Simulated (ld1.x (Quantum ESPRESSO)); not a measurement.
The numbers below are computed, except where a source is named.
Potentials for antimony (Sb) compared

Generated with ld1.x 7.5 (TM, RRKJ, ultrasoft, PAW), atompaw 4.2 or ONCVPSP 4.0.1. The cutoff is in Ry: for ld1.x and atompaw files where the sum of valence levels is converged to 10 mRy in a Bessel basis, for ONCV files where the hardest occupied wave has 1 mHa per electron of residual kinetic energy. The error is the largest all-electron minus pseudo excitation energy over each file’s own four to seven test configurations (ionisations up to +4, promotions, holes and added fractions of an electron), all of which were solved. The labels leave out finer settings (local radius, basis sizes, second energies), which also bear on the numbers. Spin-polarised tests are not counted. The rows are a selection from randomly drawn settings: files with unsolved tests, undetermined cutoffs or missed reference levels are left out.

```tsv
potential	cutoff (Ry)	largest error (meV)	bound ghosts
RRKJ, PBE, fully relativistic, rc 1.70/2.55/1.10 (spd), local s, core correction yes, reference 4d10 5s2 5p3	140	-485	none
PAW, PBE, scalar-relativistic, rc 2.30/2.60/1.80 (spd), local smoothed, core correction yes, reference 4d10 5s2 5p3	35	-17	none
TM, LDA (PZ), scalar-relativistic, rc 1.90/1.80 (sp), local s, core correction no, reference 5s2 5p2.5	30	+461	none
TM semilocal, PBEsol, scalar-relativistic, rc 2.05/2.00 (sp), local p, core correction no, reference 5s1 5p4	21	-85	none
TM semilocal, PBE, scalar-relativistic, rc 1.40/1.65 (sp), local p, core correction no, reference 5s2 5p1	60	+255	none
```

Problem. Fill in the row for Sb: RRKJ, PBEsol, scalar-relativistic, rc 1.85/1.85/1.20 (spd), local s, core correction yes, reference 4d10 5s2 5p3.

Solution. cutoff 90 Ry, largest error -367 meV, bound ghosts: none.

Problem. Fill in the row for Sb: TM, PBE, scalar-relativistic, rc 1.45/2.10 (sp), local p, core correction yes, reference 5s2 5p3.

Solution. cutoff 40 Ry, largest error -438 meV, bound ghosts: none.
